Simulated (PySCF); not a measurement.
# Cd (cadmium, neutral): M06-2X calculation

Configuration: [Kr] 4d10 5s2, closed-shell 1S. Computed with PySCF 2.14 in cc-pVDZ-PP with ECP28MDF (4s4p3d1f, 38 functions), with a scalar-relativistic core potential.

```json
{
 "Total energy": "-167.6641 hartree",
 "One-electron energy": "-297.2353 hartree",
 "Hartree (Coulomb) energy": "144.9388 hartree",
 "Exchange-correlation energy": "-15.3676 hartree",
 "⟨S²⟩": "0.0000",
 "⟨L²⟩": "0.000",
 "Sum of ⟨r⟩": "26.59 bohr",
 "Sum of ⟨r²⟩": "49.37 bohr²",
 "Time after the integrals": "0.5 s of wall time on 1 thread of Neoverse-V1 (shared host)"
}
```

| shell | electrons | mean orbital energy (hartree) | rms radius, mean of both spins (bohr) |
| --- | --- | --- | --- |
| 4s | 2 | -4.35438 | 0.945 |
| 4p | 6 | -2.80353 | 1.04 |
| 4d | 10 | -0.59288 | 1.39 |
| 5s | 2 | -0.24793 | 3.29 |

Energies and moments cover only the electrons outside the core potential.
